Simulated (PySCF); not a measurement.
Start geometry of W2(Cl)10, W2Cl10 [triplet] from GFN2-xTB (Å):
```
atom  x, y, z in Å
W1    -1.021    0.822   -1.494
Cl2   -0.216    2.676   -0.596
Cl3   -3.268    1.714   -1.717
Cl4   -1.494   -1.194   -1.920
Cl5   -0.655    1.456   -3.708
Cl6   -1.309    0.138    0.998
W7     1.111   -0.904    1.508
Cl8    0.693   -1.458    3.661
Cl9    0.194   -2.674    0.648
Cl10   1.586    1.194    1.938
Cl11   3.181   -1.730    1.718
Cl12   1.315   -0.122   -0.986
```

Task: What comes out of this run: PySCF 2.14.0, PBE0-D3(BJ)/def2-SVP geometry optimisation, gas phase, def2 core potentials past Kr?

Result: 
```
atom  x, y, z in Å
W1    -0.940    0.936   -1.362
Cl2   -0.006    2.748   -0.367
Cl3   -3.033    1.802   -1.442
Cl4   -1.577   -1.152   -1.981
Cl5   -0.371    1.578   -3.461
Cl6   -1.332    0.120    1.017
W7     0.959   -0.949    1.371
Cl8    0.390   -1.596    3.468
Cl9    0.018   -2.757    0.376
Cl10   1.605    1.135    1.992
Cl11   3.052   -1.814    1.448
Cl12   1.350   -0.134   -1.008
```

The energy falls by 0.829 eV over 13 energy and gradient evaluations, the largest force component goes from 0.0673 to 3.6e-04 Eh/bohr, and the atoms move by 0.179 Å rms after alignment. The bond that changes most is W1–Cl3 (ends: tungsten bonded to 6 Cl; chlorine bonded to W), which shortens by 0.161 Å. Bonds longer at the end by more than 0.005 Å: 5 of 12; shorter: 6. Among the angles that change most is Cl3–W1–Cl5, from 87.6° to 95.2°. Rotational constants go from 420.6, 115.0, 112.7 to 388.8, 127.4, 123.7 MHz. The orientation of the end geometry is arbitrary; only internal coordinates are fixed.

The run used 244 basis functions and 197 SCF cycles in all.

No PBE0-D3(BJ)/def2-SVP frequencies stand behind this structure, so it isn't proved a minimum. ⟨S²⟩ = 2.013 (exact for a triplet: 2.00).
